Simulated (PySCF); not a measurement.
Isomers of C5H11FO, mass 106.079 u with the commonest isotopes. Computed with PBE0/pcSseg-1 in PySCF (dipole) on a GFN2-xTB geometry, gas phase. One conformer each, none proved a minimum here; rigid rotors.

Problem. Order these by rotational constant A, smallest first.
A. `[CH3:1][CH2:2][O:3][CH2:4][CH2:5][CH2:6][F:7]` with C1–C2–O3–C4 -179°, C2–O3–C4–C5 178°, O3–C4–C5–C6 -68°, C4–C5–C6–F7 -69°
B. `[CH3:1][CH2:2][C@H:3]([F:4])[CH2:5][O:6][CH3:7]` with C1–C2–C3–F4 -61°, C2–C3–C5–O6 -155°, C3–C5–O6–C7 -73°
C. `[CH3:1][O:2][C:3]([CH3:4])([CH3:5])[CH2:6][F:7]` with C1–O2–C3–C4 -56°, O2–C3–C6–F7 -81°

Solution. C (2739 MHz), A (5537 MHz), B (5974 MHz).

Problem. Order these by out-of-plane moment Σ m c² = (Ia + Ib − Ic)/2, largest first.
A. `[CH3:1][CH2:2][O:3][CH2:4][CH2:5][CH2:6][F:7]` with C1–C2–O3–C4 -179°, C2–O3–C4–C5 178°, O3–C4–C5–C6 -68°, C4–C5–C6–F7 -69°
B. `[CH3:1][CH2:2][C@H:3]([F:4])[CH2:5][O:6][CH3:7]` with C1–C2–C3–F4 -61°, C2–C3–C5–O6 -155°, C3–C5–O6–C7 -73°
C. `[CH3:1][O:2][C:3]([CH3:4])([CH3:5])[CH2:6][F:7]` with C1–O2–C3–C4 -56°, O2–C3–C6–F7 -81°

Solution. C (57.78 u·Å²), A (32.54 u·Å²), B (18.18 u·Å²).

Problem. Order these by rotational constant B, smallest first.
A. `[CH3:1][CH2:2][C@H:3]([F:4])[CH2:5][O:6][CH3:7]` with C1–C2–C3–F4 -61°, C2–C3–C5–O6 -155°, C3–C5–O6–C7 -73°
B. `[CH3:1][CH2:2][O:3][CH2:4][CH2:5][CH2:6][F:7]` with C1–C2–O3–C4 -179°, C2–O3–C4–C5 178°, O3–C4–C5–C6 -68°, C4–C5–C6–F7 -69°
C. `[CH3:1][O:2][C:3]([CH3:4])([CH3:5])[CH2:6][F:7]` with C1–O2–C3–C4 -56°, O2–C3–C6–F7 -81°

Solution. B (1101 MHz), A (1344 MHz), C (2505 MHz).

| SMILES | point group | Ia (u·Å²) | Ib (u·Å²) | Ic (u·Å²) | κ | μa (D) | μb (D) | μc (D) |
| --- | --- | --- | --- | --- | --- | --- | --- | --- |
| CCOCCCF | C1 | 91.26 | 459.03 | 485.22 | -0.97 | 1.09 | 1.07 | 0.28 |
| COC(C)(C)CF | C1 | 184.50 | 201.72 | 270.65 | 0.46 | 0.47 | 0.69 | 0.15 |
| CC[C@H](F)COC | C1 | 84.60 | 376.10 | 424.35 | -0.94 | 0.70 | 0.57 | 0.20 |
